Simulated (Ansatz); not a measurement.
Compare A (`OC[SiH2]CCl`) with its isomer B (`C[Si](C)(O)Cl`).

Calculated with Ansatz (gas phase, PBE0-D4/def2-TZVP geometries, no zero-point term in ΔE). CCSD(T)/CBS is the MP2 limit (def2-TZVPP, def2-QZVPP) plus CCSD(T) − MP2 in def2-TZVPP, frozen cores. Functionals use def2-TZVPP. B3LYP here is the variant with VWN-RPA as its local correlation; programs differ in this. One conformer a species, not always the lowest.

Question: Which is lower in electronic energy at CCSD(T)/CBS, and by how much? (Best estimate.)

Answer: The calculation gave: B, by 98.2 kcal/mol.

Question: Give E(B) − E(A) in kcal/mol with HF/def2-TZVPP, B3LYP, CCSD/def2-TZVPP, LDA (SPW92), r2SCAN-D4, ωB97M-V, B3LYP-D4. (Best estimate.)

Answer: The calculation gave: HF/def2-TZVPP -99.9, B3LYP -95.5, CCSD/def2-TZVPP -97.9, LDA (SPW92) -93.0, r2SCAN-D4 -99.0, ωB97M-V -98.0, B3LYP-D4 -95.8. None reverses the order clearly.

Question: Does the order hold for the free energy at 298.15 K (harmonic terms from PBE0-D4)? (An estimate is asked.)

Answer: Computed: Yes: G(B) − G(A) = -96.8 kcal/mol, for one conformer each.

Largest T1 diagnostic: 0.010.

At CCSD(T), def2-SVP lies +8.3 kcal/mol from the extrapolated value and def2-TZVPP +1.1 kcal/mol. Leaving LDA and LC-ωPBE aside and taking each functional with its dispersion term where it has one, the values, not all of them listed here, spread over 8.9 kcal/mol, from B97M-V to revPBE-D4.
